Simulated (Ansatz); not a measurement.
The first iterations of a band of a periodic cell of 21 atoms, Sc$_{18}$H$_{2}$C (surface Sc(0001), adsorbate CH2).

Computed with DFT PBEsol, scalar-relativistic, plane waves, PAW in Ansatz 0.2.0. Settings: cutoff 420 eV, k mesh 3x2x1, gaussian smearing 0.05 eV, no spin polarisation.

| Property | Result |
| --- | --- |
| movable images | 5 |
| climbing image | yes |
| spring | 5.0 eV/Å² |
| optimiser | lbfgs |
| start path | IDPP |
| force threshold | 0.05 eV/Å |
| iteration limit | 26 |
| end points | relaxed |
| atoms held | 1 to 6 |

Initial state:

```xyz
21
Lattice="6.6200 0.0000 0.0000 4.9650 8.5996 0.0000 0.0000 0.0000 18.2761" Properties=species:S:1:pos:R:3
Sc 0.000 0.000 1.000
Sc 3.310 0.000 1.000
Sc 1.655 2.867 1.000
Sc 4.965 2.867 1.000
Sc 3.310 5.733 1.000
Sc 6.620 5.733 1.000
Sc -0.004 1.909 3.486
Sc 3.313 1.921 3.383
Sc 1.661 4.767 3.482
Sc 4.979 4.768 3.476
Sc 3.318 7.653 3.455
Sc 6.620 7.636 3.456
Sc 0.032 -0.030 5.877
Sc 3.292 0.074 5.948
Sc 1.694 2.808 5.978
Sc 4.875 2.826 5.965
Sc 3.340 5.793 5.921
Sc 6.625 5.733 5.916
C 3.067 1.770 7.296
H 3.575 1.033 7.976
H 2.673 2.554 7.997
```

Final state:

```xyz
21
Lattice="6.6200 0.0000 0.0000 4.9650 8.5996 0.0000 0.0000 0.0000 18.2761" Properties=species:S:1:pos:R:3
Sc 0.000 0.000 1.000
Sc 3.310 0.000 1.000
Sc 1.655 2.867 1.000
Sc 4.965 2.867 1.000
Sc 3.310 5.733 1.000
Sc 6.620 5.733 1.000
Sc 0.003 1.895 3.423
Sc 3.283 1.930 3.431
Sc 1.644 4.742 3.503
Sc 4.975 4.765 3.413
Sc 3.363 7.666 3.447
Sc 6.604 7.641 3.441
Sc 0.158 0.162 6.159
Sc 3.264 0.015 5.898
Sc 1.564 2.735 6.202
Sc 4.938 2.888 5.861
Sc 3.359 5.685 5.847
Sc 6.531 5.764 5.897
C 1.970 0.842 7.242
H -0.235 2.034 6.906
H 1.667 1.105 8.286
```

| iteration | highest image above the first end (eV) | largest band force component (eV/Å) |
| --- | --- | --- |
| 1 | 2.754 | 2.526 |
| 2 | 2.652 | 2.429 |
| 3 | 2.107 | 3.082 |
| 4 | 1.956 | 2.530 |
| 5 | 1.874 | 2.497 |
| 6 | 1.681 | 3.274 |
| 7 | 1.657 | 1.319 |
| 8 | 1.607 | 1.042 |

Problem. Does the band converge within its limit, and where does its top end?

Solution. The run ended unconverged. It ended after 26 iterations with the highest image 1.043 eV above the first end. The band didn't meet its force threshold, so its energies are provisional: the largest band force was still 1.10 eV/Å, and over the last iterations the top moved between 1.00 and 1.04 eV. Limits of this set-up: coarse k mesh, thin slab, slab without dipole correction.

Time of the run: 27 min on 4 threads of Intel(R) Xeon(R) Platinum 8259CL CPU @ 2.50GHz (Skylake/Cascade Lake) (shared host), peak memory 3.9 GiB.
